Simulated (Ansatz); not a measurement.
System: sum formula FeOH$_{2}$ (charge 0, quintet). The spin state was set by rule; other spins were not relaxed. 
Structure (B3LYP-D3(BJ)/def2-TZVP (Ansatz, a first-principles code) minimum search):
```xyz
4

Fe     0.2357     0.0762    -0.3416
O     -0.8265    -0.2682     1.0544
H      1.2609     0.4095    -1.5632
H     -0.7772    -0.2460     2.0096
```
Charge 0, spin multiplicity 5.

Total electronic energies in hartree. Valence correlation only, unless marked. UHF or UKS for open shells. No spin-orbit coupling. The frozen core is the preceding noble-gas configuration, with the filled d and f shells of earlier blocks. No relativistic terms. CBS(X,Y): correlation extrapolated as X^-3; Hartree-Fock from the larger set. [CCSD(T)-MP2]/basis is that difference in the basis named.

| level | program | energy (Eh) |
|---|---|---|
| HF/def2-QZVPPD | Ansatz | -1338.54903 |
| RI-HF/def2-QZVPP | Ansatz | -1338.54882 |
| PBE/def2-TZVPD | Ansatz | -1339.85619 |
| PBE-D4/def2-TZVPD | Ansatz + dftd4 | -1339.85760 |
| B97M-V/def2-TZVPD | Ansatz | -1339.86993 |
| B3LYP-D4/def2-TZVPD | Ansatz + dftd4 | -1340.21735 |
| PBE0/def2-SVP | Ansatz | -1339.58906 |
| PBE0/def2-TZVPD | Ansatz | -1339.87045 |
| BHLYP-D3(BJ)/def2-TZVPD | Ansatz + dftd3 | -1340.11048 |
| BHLYP/def2-TZVPD | Ansatz | -1340.10839 |
| HSE06-D4/def2-TZVPD | Ansatz + dftd4 | -1339.86178 |
| LC-wPBE-D4/def2-TZVPD | Ansatz + dftd4 | -1339.94146 |
| B2GP-PLYP-D4/def2-TZVPD | Ansatz + dftd4 | -1339.71597 |
| MP2/def2-TZVPP | Ansatz | -1338.97483 |
| RI-MP2/def2-TZVPP | Ansatz | -1338.97469 |
| RI-MP2/CBS(def2-TZVPP,def2-QZVPP) | Ansatz | -1339.0672 |
| SCS-MP2/def2-SVP | Ansatz | -1338.53566 |
| SCS-MP2/def2-TZVPP | Ansatz | -1338.93020 |
| CCSD/6-31G* | Ansatz | -1338.63066 |
| CCSD(T)/def2-SVP | Ansatz | -1338.59109 |
| CCSD(T)/def2-TZVPP | Ansatz | -1339.00363 |
| RI-MP2/CBS(def2-TZVPPD,def2-QZVPPD)+[CCSD(T)-MP2]/def2-SVPD | Ansatz | -1339.0935 |
| RI-MP2/CBS(def2-TZVPPD,def2-QZVPPD)+[CCSD(T)-MP2]/def2-TZVPPD | Ansatz | -1339.0948 |

Totals of different functionals don't rank their quality; only differences between species are comparable.
